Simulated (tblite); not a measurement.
C4H16NSi3 (charge +1).
Atom-mapped SMILES: `[CH3:1][C@@H:2]([N:3]([SiH3:4])[SiH3:5])[Si+:6]([CH3:7])[CH3:8]` (hydrogens: H9, H10, H11 on C1; H12 on C2; H13, H14, H15 on Si4; H16, H17, H18 on Si5; H19, H20, H21 on C7; H22, H23, H24 on C8)

Structure used (GFN2-xTB), in Å, numbered top down from 1:
```
atom  x, y, z in Å
C1     0.144   -0.230   -2.061
C2     0.039   -0.654   -0.590
N3     1.267   -0.427    0.154
Si4    1.745    1.210    0.489
Si5    2.424   -1.760    0.196
Si6   -1.387    0.232    0.337
C7    -2.618    1.327   -0.590
C8    -1.613   -0.161    2.168
H9     0.339    0.837   -2.145
H10    0.971   -0.760   -2.526
H11   -0.767   -0.473   -2.604
H12   -0.156   -1.734   -0.575
H13    2.420    1.893   -0.608
H14    2.456    1.220    1.752
H15    0.357    1.792    0.643
H16    3.044   -1.918   -1.118
H17    3.364   -1.386    1.238
H18    1.592   -2.916    0.537
H19   -3.462    0.741   -0.953
H20   -3.024    2.104    0.057
H21   -2.168    1.815   -1.454
H22   -2.490   -0.785    2.339
H23   -0.745   -0.691    2.562
H24   -1.745    0.744    2.760
```

Method: GFN2-xTB as coded in tblite; computed harmonic values from a numerical Hessian at the method's own geometry, unscaled. Against measured fundamentals such values can be off by several per cent, at times by over 20. Modes of hydrogen on silicon can be 10 to 20 % off. One conformer, not necessarily the lowest.

Harmonic wavenumbers (cm⁻¹): 38.8, 50.6, 63.9, 69.7, 80.9, 103.2, 130.3, 145.9, 164.1, 180.6, 205.5, 222.1, 245.3, 281.3, 334.0, 439.7, 523.8, 543.2, 570.5, 588.5, 613.8, 639.0, 736.3, 742.1, 755.1, 762.9, 769.1, 780.5, 789.4, 807.5, 819.1, 832.5, 843.9, 866.0, 945.1, 965.3, 1013.4, 1076.4, 1136.4, 1237.3, 1285.2, 1344.8, 1351.6, 1401.6, 1403.3, 1407.3, 1411.0, 1415.1, 1471.8, 1493.6, 1820.0, 2248.3, 2273.9, 2306.4, 2351.5, 2380.2, 2881.6, 2997.4, 3005.7, 3008.7, 3013.8, 3016.2, 3020.7, 3027.4, 3033.3, 3049.4.

A = 1584, B = 727.8, C = 700.7 MHz; mass 162.059 u (most abundant isotopes); point group C1, symmetry number 1.

**Question.** What is the zero-point energy?

**Answer.** Half the sum of the wavenumbers: 39766 cm⁻¹ = 113.70 kcal/mol.

**Question.** What is S at 500 K and 1 bar for an ideal gas of classical rigid rotors and harmonic oscillators?

**Answer.** Translation 43.75, rotation 31.91, vibration 81.84: S = 157.5 cal/(mol K).

**Question.** And Cp and H(500 K) − H(0)?

**Answer.** Cp = 77.01 cal/(mol K), of which vibrations give 69.06 (their classical limit is 66 R = 131.2); H(500 K) − H(0) = 23.54 kcal/mol without the zero-point energy, 19.57 from vibrations.

**Question.** How do the functions run with temperature in this model?

**Answer.** 
```tsv
T (K)	S (cal/(mol K))	Cp (cal/(mol K))	H − H(0) (kcal/mol)	G − H(0) (kcal/mol)	ln q(vib)
100	80.6	28.3	1.83	-6.23	3.73
200	104.4	41.7	5.33	-15.54	8.70
300	123.8	55.2	10.18	-26.97	13.22
800	198.6	97.7	50.00	-108.85	32.52
1000	221.4	106.8	70.50	-150.90	39.09
```

q(vib) and H(0) count from the zero-point level.

**Question.** Blend soft modes into free rotors: weight 1/[1 + (100 cm⁻¹/ν̃)⁴] for the oscillator and the rest for a rotor with moment μB/(μ + B), μ = h/(8π²ν), B = 10⁻⁴⁴ kg m². What vibrational entropy results?

**Answer.** 73.75 cal/(mol K) in place of 81.84, which changes −T·S at 500 K by +4.04 kcal/mol.

**Question.** Which modes carry the vibrational entropy at 500 K?

**Answer.** 38.8 cm⁻¹: 6.34; 50.6 cm⁻¹: 5.82; 63.9 cm⁻¹: 5.36; 69.7 cm⁻¹: 5.18; 80.9 cm⁻¹: 4.89; 103.2 cm⁻¹: 4.41 cal/(mol K); the other 60 give 49.84 together.

**Question.** What must be added to the electronic energy to get the Gibbs energy at 500 K and 1 bar?

**Answer.** ZPE + [H(500 K) − H(0)] − T·S = 113.70 + 23.54 − 78.75 = 58.49 kcal/mol.

Hindered rotation and anharmonicity are outside this model. Other conformers, if any are populated, would add a mixing term that is left out. The structure is chiral; the term R ln 2 for an equal mix with its mirror image is left out.

On Arm Neoverse V1, one thread, no GPU, shared host with 64 logical CPUs at a one-minute load of 15, this took 1.5 s wall. This covers the Hessian and the dipole derivatives.
